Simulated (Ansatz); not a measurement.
C₂H₇Al, SMILES [CH3][AlH][CH3] (connectivity only; charge and spin as stated), charge -1, multiplicity 2.

Geometry optimised at B3LYP-D3(BJ)/def2-SVPD. The spin state was assumed, not searched. The isomer is the one that the SMILES or the coordinates give; other isomers of the formula were not compared.

Two levels are set side by side: PBE/def2-SVPD (Ansatz, an electronic-structure program) and CAM-B3LYP/def2-SVPD (Ansatz). Energy differences of separate SCF runs at the same geometry; the states with an electron removed or added have multiplicity 1. Differences are taken from unrounded values.

```tsv
quantity	CAM-B3LYP	PBE	PBE minus CAM-B3LYP
vertical ionisation energy (eV)	0.78	0.76	-0.02
```
